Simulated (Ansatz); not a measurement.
Ansatz (a quantum-chemistry and plane-wave program) input:
A basis named .json is the Basis Set Exchange file of that set.

Ansatz 0.2 input:
```yaml
crystal:
  periodic: [false, false, false]
  atoms:
    - {symbol: Si, position_ang: [-0.00000000, -0.00000000, -1.14275119]}
    - {symbol: Cl, position_ang: [0.00000000, 0.00000000, 0.94108922]}
basis:
  gaussian:
    orbitals: aug-cc-pV_D+d_Z.json
magnetization: {spin_polarized: true, initial_magnetization: 1}
correlation: {method: ccsd_t, electrons: outside_noble_gas}
output: {forces: true}
```

Problem. What final total energy does it print?

Solution. -748.68227 Eh (CCSD(T)/aug-cc-pV(D+d)Z). The basis has 64 functions.
